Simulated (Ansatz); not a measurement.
`CCCCCC` + `C[O][GeH]([OH])[O]C` → `CC[O][GeH]([O]C)[O]C` + `CCCC`  (substitution at a C–C bond)

Program: Ansatz. Geometries: PBE0-D4/def2-TZVP. ΔE: electronic, gas phase. CBS: MP2 limit from def2 TZ/QZ plus the TZ coupled-cluster correction, frozen cores. Functionals use def2-TZVPP. B3LYP here is the variant with VWN-RPA as its local correlation; programs differ in this. For Ge outer-core shells are correlated without core-valence functions, which leaves a few kJ/mol of doubt a bond. Scalar relativity is left out up to krypton. Each species was taken in one conformer, which may not be the lowest.

CCSD(T)/CBS gives +42.0 kJ/mol.

Question: Another level gave +36.7 kJ/mol. Which?
A. HF/def2-TZVPP
B. PBE/def2-TZVPP
C. B3LYP/def2-TZVPP
D. PBE-D4/def2-TZVPP

Answer: D. PBE-D4 36.7, PBE 32.4, HF/def2-TZVPP 21.3, B3LYP 25.6 kJ/mol.

Largest T1 diagnostic among the species: 0.012.

From PBE to PBE0 (25 % exact exchange), in def2-TZVPP and without D4, ΔE moves by +3.0 kJ/mol. In def2-TZVPP, CCSD(T) changes the Hartree–Fock value by +18.4 kJ/mol (the triples alone add +1.3 kJ/mol) and MP2 by +24.6 kJ/mol. The D4 term adds +6.6 kJ/mol with B3LYP and +3.6 kJ/mol with PBE0; it sums over pairs of atoms, weighted by their polarisabilities, and B3LYP, whose exchange is more repulsive, gets the larger term.
